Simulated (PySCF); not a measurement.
**A ladder of Hamiltonians for Tc³⁹⁺ (technetium, charge +39)**

Occupied: 1s1/2, 2s1/2. Hartree-Fock calculated with PySCF 2.14 in an uncontracted even-tempered set (16 s from 5.9 bohr⁻², ratio 2.7; 12 p from 7.1 bohr⁻², ratio 2.7), Gaussian nucleus throughout. NR is non-relativistic, sf-X2C the spin-free one-electron X2C Hamiltonian, X2C adds the bare one-electron spin-orbit term, X2C-SNSO screens it by Boettger's factors, DC is four-component Dirac-Coulomb, and the Gaunt and Breit terms are added at first order (total energies over the DC spinors, levels after relaxing the spinors in that mean field). QED terms are absent. Levels marked empty are virtual spinors of this ion.

| Hamiltonian | E (hartree) |
| --- | --- |
| NR | -2244.4329 |
| sf-X2C | -2303.8916 |
| X2C | -2303.8916 |
| X2C-SNSO | -2303.8916 |
| DC | -2304.5229 |
| DC+Gaunt | -2303.2132 |
| DC+Breit | -2303.2391 |

| level (eV) | NR | sf-X2C | X2C | X2C-SNSO | DC | DC+Gaunt | DC+Breit |
| --- | --- | --- | --- | --- | --- | --- | --- |
| 1s1/2 | -23980.1 | -24568.5 | -24568.5 | -24568.5 | -24583.7 | -24552.3 | -24552.6 |
| 2s1/2 | -5660.0 | -5835.4 | -5835.4 | -5835.4 | -5837.0 | -5833.5 | -5833.9 |
| 2p1/2 (empty) | -5419.7 | -5485.7 | -5583.3 | -5578.5 | -5579.8 | -5573.3 | -5574.3 |
| 2p3/2 (empty) | -5419.7 | -5485.7 | -5440.7 | -5442.8 | -5443.1 | -5439.3 | -5440.3 |
| 3s1/2 (empty) | -2386.8 | -2445.6 | -2445.6 | -2445.6 | -2446.0 | -2445.1 | -2445.2 |

Question: How large are the two-electron picture-change error of X2C and the Breit correction in the total energy?

Answer: X2C-1e lies 0.6314 hartree above Dirac-Coulomb; Gaunt adds 1.3097 and the full Breit term 1.2838 hartree.

| interval (eV) | X2C | X2C-SNSO | DC | DC+Gaunt | DC+Breit |
| --- | --- | --- | --- | --- | --- |
| 2p3/2 − 2p1/2 | 142.5 | 135.7 | 136.7 | 134.0 | 134.0 |

Weight of the small component: 1s1/2 0.0249, 2s1/2 0.00582, 2p1/2 0.00571, 2p3/2 0.00556, 3s1/2 0.00244.

Koopmans' value for the highest occupied level at DC+Breit: 5833.9 eV, against an ionisation energy of 5838 ± 6 eV (semi-empirical (NIST evaluation); NIST Atomic Spectra Database, ionization energies); the former lacks relaxation, correlation, QED and recoil.

The whole ladder took 39 s of wall time on 1 thread of Intel(R) Xeon(R) Platinum 8488C (shared host), launched as `OMP_NUM_THREADS=1 python relrun2.py TASK.json OUT` (a driver that calls PySCF for each Hamiltonian).
